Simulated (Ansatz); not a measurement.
Isolated molecules relaxed with PBE0-D4/def2-TZVP in Ansatz; ΔE leaves out vibrations. CBS: MP2 limit from def2 TZ/QZ plus the TZ coupled-cluster correction, frozen cores. Functionals use def2-TZVPP. B3LYP here is the variant with VWN-RPA as its local correlation; programs differ in this. One conformer a species, not always the lowest.

Consider the cleavage of the Si–B bond: `C[SiH2]OB[SiH3]` + `O[Si]1(Cl)CO1` → `[SiH3]O[Si]1(Cl)CO1` + `BO[SiH2]C`.

**Question.** Is it downhill or uphill in electronic energy at CCSD(T)/CBS, and by how much? (An estimate is asked.)

**Answer.** Computed: Downhill: ΔE = -126.6 kJ/mol.

**Question.** What do these levels give: B3LYP-D4, CCSD/def2-TZVPP, CCSD(T)/def2-TZVPP, MP2/def2-QZVPP, HF/CBS(def2), CCSD/CBS(def2)? (Best estimate.)

**Answer.** The calculation gave: B3LYP-D4 -126.8, CCSD/def2-TZVPP -128.2, CCSD(T)/def2-TZVPP -124.4, MP2/def2-QZVPP -135.3, HF/CBS(def2) -156.6, CCSD/CBS(def2) -130.4 kJ/mol.

Largest T1 diagnostic among the species: 0.013.

In def2-TZVPP, CCSD(T) changes the Hartree–Fock value by +29.0 kJ/mol (the triples alone add +3.9 kJ/mol) and MP2 by +20.3 kJ/mol. From PBE to PBE0 (25 % exact exchange), in def2-TZVPP and without D4, ΔE moves by −10.0 kJ/mol.
